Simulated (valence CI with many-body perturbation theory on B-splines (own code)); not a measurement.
S⁸⁺: fill in the table

Computed by valence CI with perturbative core correlation (CI+MBPT): six valence electrons over a frozen Dirac-Fock core [He], a basis of 9 s, 9 p, 8 d, 6 f, 3 g, 1 h functions for each j, with the one-electron correlation potential Σ1, the two-electron term Σ2, the three-electron term Σ3, Breit, model QED; selected CI, second order for the rest, scaled by the run's own slope (own B-spline code, finite nucleus).

No measured levels were compared; by estimate levels of excited configurations hold to 0.05 to 0.15 % of their energy, terms of the ground configuration to about 0.5 %. Among the levels kept, up to 1200 cm⁻¹ of a level comes from second order outside the variational space, and about a tenth of that is noise between levels of different J, which matters for small intervals.

| Level | E (eV) |
| --- | --- |
| 2s2 2p4 3P_2 | 0.00 |
| 2s2 2p4 3P_1 | 0.99 |
| 2s2 2p4 3P_0 | 1.32 |
| 2s2 2p4 1D_2 | 7.25 |
| 2s2 2p4 1S_0 | 15.26 |
| 2s 2p5 3P°_2 | ? |
| 2s 2p5 3P°_1 | 56.05 |
| 2s 2p5 3P°_0 | 56.53 |
| 2s 2p5 1P°_1 | ? |
| 2p6 1S_0 | 128.89 |
| 2s2 2p3 3s 5S°_2 | ? |
| 2s2 2p3 3s 3S°_1 | 221.00 |
| 2s2 2p3 3s 3D°_1 | 228.68 |
| 2s2 2p3 3s 3D°_2 | 228.70 |
| 2s2 2p3 3s 3D°_3 | ? |
| 2s2 2p3 3s 1D°_2 | ? |
| 2s2 2p3 3p 5P_1 | 231.42 |
| 2s2 2p3 3p 5P_2 | 231.50 |
| 2s2 2p3 3p 5P_3 | 231.65 |
| 2s2 2p3 3s 3P°_0 | ? |

The levels stand in rising order. What does the calculation give for the missing energies?

2s 2p5 3P°_2 55.18; 2s 2p5 1P°_1 76.45; 2s2 2p3 3s 5S°_2 217.60; 2s2 2p3 3s 3D°_3 228.79; 2s2 2p3 3s 1D°_2 230.41; 2s2 2p3 3s 3P°_0 234.24.
